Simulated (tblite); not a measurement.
A geometry optimisation, step by step.

Compound: C6H9NO2Si.
Atom-mapped SMILES: `[H]/[N:10]=[CH:9]/[C:7]([O:6][Si@H:3]([C:2]#[CH:1])[O:4][CH3:5])=[CH2:8]` (hydrogens: H11 on C1; H12 on Si3; H13, H14, H15 on C5; H16, H17 on C8; H18 on C9; H19 on N10)

Computed with GFN2-xTB (tblite), gas phase: L-BFGS steps from a force-field or distance-geometry start until the largest atomic force falls under 0.01 eV/Å. 4 of its 155 geometries are shown.

Step 0: E = -820.1060 eV, largest atomic force 3.355 eV/Å
```
atom  x, y, z in Å  |  force x, y, z in eV/Å
C1     -1.294    1.150    2.410   -0.030   0.088   0.142
C2     -1.149    0.613    1.340   -0.160   0.694   1.532
Si3    -0.898   -0.197   -0.254    0.210  -3.124  -1.206
O4     -2.352   -1.018   -0.700    2.292   0.174   1.057
C5     -3.129   -0.126   -1.405   -0.182   0.846  -0.597
O6      0.408   -1.332   -0.185   -0.706   2.317  -0.038
C7      1.688   -0.849    0.072   -1.237  -0.264  -0.193
C8      2.612   -1.668    0.561   -0.194  -0.648   0.099
C9      2.043    0.554   -0.174    1.540   0.229   0.434
N10     3.244    0.893    0.104   -0.478   0.713  -0.335
H11    -1.432    1.627    3.355    0.067  -0.249  -0.489
H12    -0.709    0.829   -1.268    0.161   0.006  -0.213
H13    -2.656   -0.051   -2.412   -0.822   0.368   0.348
H14    -3.052    0.839   -0.861   -0.643  -0.121  -0.758
H15    -4.191   -0.419   -1.491    0.631  -0.178   0.182
H16     3.575   -1.269    0.756    0.492   0.146   0.050
H17     2.437   -2.712    0.772   -0.128   0.187  -0.074
H18     1.313    1.254   -0.568   -0.196  -0.152  -0.017
H19     3.532    1.888   -0.060   -0.617  -1.032   0.077
```

Step 51: E = -821.1353 eV, largest atomic force 0.040 eV/Å
```
atom  x, y, z in Å  |  force x, y, z in eV/Å
C1     -1.312    1.328    2.354    0.000  -0.011  -0.002
C2     -1.138    0.942    1.229   -0.003   0.010  -0.005
Si3    -0.799    0.267   -0.471    0.001   0.004  -0.003
O4     -1.941   -0.752   -0.976    0.004   0.012  -0.022
C5     -3.253   -0.469   -1.338    0.000  -0.023   0.021
O6      0.443   -0.768   -0.418   -0.012  -0.011   0.007
C7      1.709   -0.686    0.028    0.006  -0.001   0.005
C8      2.346   -1.772    0.470    0.009  -0.018  -0.034
C9      2.361    0.624    0.003    0.026   0.007   0.006
N10     3.595    0.739    0.226    0.010  -0.018   0.003
H11    -1.471    1.660    3.340   -0.012   0.031   0.006
H12    -0.596    1.389   -1.392   -0.013   0.004  -0.018
H13    -3.305   -0.211   -2.400    0.014   0.013   0.026
H14    -3.664    0.359   -0.756    0.022  -0.001   0.008
H15    -3.855   -1.361   -1.160    0.001   0.001  -0.008
H16     3.365   -1.692    0.793    0.016   0.022   0.008
H17     1.861   -2.729    0.500   -0.022  -0.031  -0.006
H18     1.681    1.455   -0.226   -0.021  -0.004  -0.009
H19     3.963    1.686    0.185   -0.028   0.014   0.016
```

Step 103: E = -821.1767 eV, largest atomic force 0.068 eV/Å
```
atom  x, y, z in Å  |  force x, y, z in eV/Å
C1     -1.427    1.700    2.013    0.018  -0.031  -0.022
C2     -1.121    1.130    0.999   -0.033   0.036   0.047
Si3    -0.737    0.203   -0.567   -0.004   0.009  -0.005
O4     -1.919   -0.833   -0.938   -0.005   0.020   0.001
C5     -3.261   -0.506   -1.098   -0.002   0.022  -0.023
O6      0.461   -0.867   -0.381    0.010   0.014  -0.018
C7      1.749   -0.771   -0.008    0.006   0.014   0.010
C8      2.492   -1.867    0.157   -0.020   0.012  -0.029
C9      2.308    0.562    0.210    0.019   0.022  -0.027
N10     3.498    0.713    0.593   -0.014   0.007   0.007
H11    -1.686    2.191    2.908    0.018   0.016  -0.013
H12    -0.496    1.180   -1.637    0.003  -0.051   0.034
H13    -3.395    0.194   -1.927   -0.006  -0.026   0.018
H14    -3.660   -0.044   -0.191    0.009  -0.009  -0.019
H15    -3.812   -1.424   -1.308    0.009   0.005  -0.001
H16     3.519   -1.762    0.448    0.001  -0.019   0.011
H17     2.080   -2.845   -0.002    0.007  -0.060   0.000
H18     1.606    1.379    0.006   -0.046  -0.005   0.024
H19     3.792    1.678    0.716    0.031   0.024   0.005
```

Step 154: E = -821.1856 eV, largest atomic force 0.009 eV/Å
```
atom  x, y, z in Å  |  force x, y, z in eV/Å
C1     -1.348    1.831    1.987   -0.004  -0.004  -0.006
C2     -1.122    1.182    1.000    0.001   0.002   0.005
Si3    -0.756    0.180   -0.526    0.002  -0.003   0.000
O4     -1.938   -0.859   -0.878    0.001   0.000   0.001
C5     -3.269   -0.546   -1.124   -0.002   0.000   0.005
O6      0.433   -0.892   -0.305    0.001  -0.006   0.002
C7      1.735   -0.787    0.012    0.004   0.001   0.004
C8      2.514   -1.872    0.053   -0.002   0.002  -0.001
C9      2.261    0.544    0.317    0.005   0.002  -0.002
N10     3.479    0.720    0.581   -0.001   0.002  -0.001
H11    -1.550    2.396    2.852    0.002  -0.003  -0.003
H12    -0.484    1.114   -1.623   -0.003   0.000  -0.006
H13    -3.359    0.148   -1.964   -0.001  -0.002  -0.007
H14    -3.728   -0.084   -0.246   -0.002   0.000   0.000
H15    -3.796   -1.470   -1.363    0.001   0.008   0.004
H16     3.549   -1.762    0.310    0.001  -0.001   0.002
H17     2.125   -2.849   -0.164   -0.004   0.000  -0.005
H18     1.498    1.333    0.291    0.003  -0.002   0.002
H19     3.745    1.681    0.782    0.000   0.004   0.003
```

**Question.** Summarise the path.

**Answer.** The energy falls by 104.16 kJ/mol from step 0 to step 154; nine tenths of that is first reached at step 30. It rises by more than 0.2 meV at step 2. The largest force goes from 3.355 to 0.009 eV/Å. Among the bonds Si3–O6 changes most (a near tie, within 0.001 Å, with another), from 1.732 to 1.617 Å; the atoms move by 0.753 Å rms after alignment.

**Question.** Follow the three bonds and two angles with the largest change from start to end.

**Answer.** 
```
step  E above end (kJ/mol)  largest force (eV/Å)  Si3–O6 (Å)  Si3–O4 (Å)  C2–Si3 (Å)  Si3–O4–C5 (°)  Si3–O6–C7 (°)
   0                104.16                 3.355       1.732       1.728       1.805          107.4          118.2
   7                 48.05                 0.458       1.616       1.625       1.842          110.8          126.3
  13                 33.37                 0.464       1.629       1.615       1.876          118.7          124.5
  20                 21.20                 0.277       1.629       1.620       1.862          122.0          128.4
  27                 13.41                 0.397       1.625       1.612       1.847          125.2          129.6
  33                  7.08                 0.166       1.616       1.610       1.860          125.6          133.5
  40                  5.63                 0.115       1.615       1.612       1.865          127.6          134.3
  47                  5.05                 0.064       1.617       1.611       1.862          128.8          133.8
  54                  4.77                 0.045       1.618       1.612       1.860          128.2          133.7
  60                  4.54                 0.068       1.617       1.613       1.860          127.5          134.2
  67                  3.84                 0.081       1.617       1.613       1.864          126.9          134.0
  74                  2.77                 0.112       1.614       1.612       1.860          126.9          134.4
  80                  2.14                 0.085       1.615       1.612       1.860          126.0          133.8
  87                  1.47                 0.065       1.616       1.615       1.862          125.6          134.1
  94                  1.11                 0.039       1.616       1.614       1.861          126.1          134.5
 100                  0.99                 0.042       1.617       1.614       1.861          126.0          134.4
 107                  0.61                 0.081       1.615       1.614       1.861          125.3          133.2
 114                  0.33                 0.046       1.617       1.613       1.861          125.9          133.4
 121                  0.22                 0.024       1.617       1.613       1.861          126.2          133.8
 127                  0.17                 0.021       1.616       1.614       1.861          125.9          133.6
 134                  0.13                 0.022       1.617       1.613       1.861          125.9          133.5
 141                  0.05                 0.024       1.617       1.613       1.862          126.3          134.0
 147                  0.03                 0.012       1.617       1.613       1.862          126.4          133.8
 154                  0.00                 0.009       1.617       1.613       1.862          126.6          133.8
```

The cost below is that of the whole relaxation. On an Arm Neoverse V2 with one thread, no GPU (shared host), this took 1.2 s wall.
